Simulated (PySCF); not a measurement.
Compound: diboron tetrafluoride, B₂F₄.
SMILES: `B(F)(B(F)F)F`

Computed, not measured: PBE0-D3(BJ)/def2-SVP geometry optimisation, gas phase in PySCF 2.14.0.

Take the most abundant isotopes and a rigid rotor. 

Question: Give the principal moments of inertia and the rotational constants in GHz.

Answer: Ia = 95.68, Ib = 246.51, Ic = 248.47 u·Å²; 505379 MHz·u·Å²/I gives 5282, 2050 and 2034 MHz, that is A = 5.2822, B = 2.0502, C = 2.0339 GHz.

Question: Classify the top.

Answer: A prolate symmetric top, as the point group D2d requires two equal moments; the computed ones differ by 0.79 % because the geometry is symmetric only within the optimiser's tolerance. Ray's parameter κ = (2B − A − C)/(A − C) = -0.990; −1 is the prolate and +1 the oblate limit.

The point group D2d allows no dipole (computed: 0.01 D), so a rigid rotor has no electric-dipole lines.

Question: Estimate the classical rotational partition function at 10 K, 298.15 K and 500 K.

Answer: Point group D2d, symmetry number σ = 4; q = (√π/σ)·√((kT/h)³/(ABC)), k/h = 20836.6 MHz/K: 284 at 10 K, 46200 at 298.15 K, 100000 at 500 K.

No frequency check. No vibrational averaging or centrifugal distortion is included, and the geometry carries the error of its method.

On Arm Neoverse V2, one thread, no GPU, shared host, this took 15 s and 0.34 GiB of memory at its peak. These figures are those of the optimisation.

Conformer computed: `[F:1][B:2]([F:3])[B:4]([F:5])[F:6]`: F1–B2–B4–F5 -89°.
